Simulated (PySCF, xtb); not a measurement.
C2H2F2, SMILES F/C=C/F.

Harmonic wavenumbers (cm⁻¹) from GFN2-xTB (xtb 6.7.1) at its own minimum, in rising order: 288, 324, 525, 688, 952, 1108, 1142, 1202, 1227, 1730, 3095, 3105.

**Question.** What does PBE-D3(BJ)/def2-SVP run with PySCF give at its own minimum? (Estimate from the structure and the level; the computed values follow.)

**Answer.** 305, 331, 545, 776, 872, 1152, 1181, 1247, 1254, 1720, 3129, 3137. Paired by order, the mean absolute difference is 37 cm⁻¹ and the zero-point energies are 22.0 and 22.4 kcal/mol.
